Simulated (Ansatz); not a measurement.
A run on `O[Si]1(F)C=N1` with other settings.

```yaml
crystal:
  periodic: [false, false, false]
  atoms:
    - {symbol: O, position_ang: [-0.687106, -0.282924, 1.605121]}
    - {symbol: Si, position_ang: [0.334047, -0.267159, 0.351459]}
    - {symbol: F, position_ang: [1.556845, -1.141489, 0.821076]}
    - {symbol: C, position_ang: [0.020465, 0.127805, -1.317462]}
    - {symbol: N, position_ang: [0.589806, 1.109448, -0.670436]}
    - {symbol: H, position_ang: [-1.478537, 0.254107, 1.534029]}
    - {symbol: H, position_ang: [-0.274219, 0.132213, -2.369485]}
basis:
  gaussian: {orbitals: aug-cc-pVDZ, fitting: {mean_field: cc-pVTZ-jkfit}}
magnetization: {spin_polarized: true, initial_magnetization: 2}
hamiltonian: {xc: {name: B2GP-PLYP}}
scf: {lower_state_search: light}
output: {forces: true}
```

```sh
$ ansatz run in.yaml --threads 2 --pin off --events-out ev --progress --plain --max-ram 4352MiB
```

Shortened log:

```
Functional definition: B2GP-PLYP
497 factors; integrals over basis functions are off by at most 2.2e-1 eV
mean field evaluation 1: about -15173.1408 eV, gradient 3.9e1 eV
mean field evaluation 2: about -15173.1413 eV, gradient 3.9e1 eV
mean field evaluation 4: about -15179.1640 eV, gradient 3.6e0 eV
mean field evaluation 8: about -15179.2629 eV, gradient 1.5e-1 eV
mean field evaluation 16: about -15179.2635 eV, gradient 1.6e-3 eV
mean field -15179.26351322 eV, -557.8276452364 hartree, gradient 9.3e-6 eV, S^2 2.022500; 0 other end points of the search recorded, 0 dependent functions left out
9 core orbitals not correlated: weight in the atoms' cores, before any rotation towards them, 1.000 or more for the frozen orbitals, at most 0.000 for the correlated occupied ones
reference -15179.26365852 eV, -557.8276505761 hartree; 15, 13 occupied and 113, 115 virtual orbitals, 497 factors
second order -24.06788493 eV of doubles, -0.00000000 eV of singles
Total energy: -15187.92809709 eV, -558.1460628208 hartree
Atom 0 at    -0.687106    -0.282924     1.605121 Å, force    -0.502061    -0.240696     0.931162 eV/Å
Atom 1 at     0.334047    -0.267159     0.351459 Å, force    -0.047147     0.341354     0.653370 eV/Å
Atom 2 at     1.556845    -1.141489     0.821076 Å, force     1.016973    -0.887695     0.508739 eV/Å
Atom 3 at     0.020465     0.127805    -1.317462 Å, force    -1.839875    -1.212929    -4.460051 eV/Å
Atom 4 at     0.589806     1.109448    -0.670436 Å, force     1.721102     2.754350     2.194324 eV/Å
Atom 5 at    -1.478537     0.254107     1.534029 Å, force    -0.125356     0.080795    -0.078146 eV/Å
Atom 6 at    -0.274219     0.132213    -2.369485 Å, force    -0.223636    -0.835181     0.250602 eV/Å
Dipole moment:    -0.460111    -0.016730     0.049543 e Å
```

Run time 16 s (2 threads of an Arm Neoverse V1 on a shared host); peak host memory 0.37 GiB.
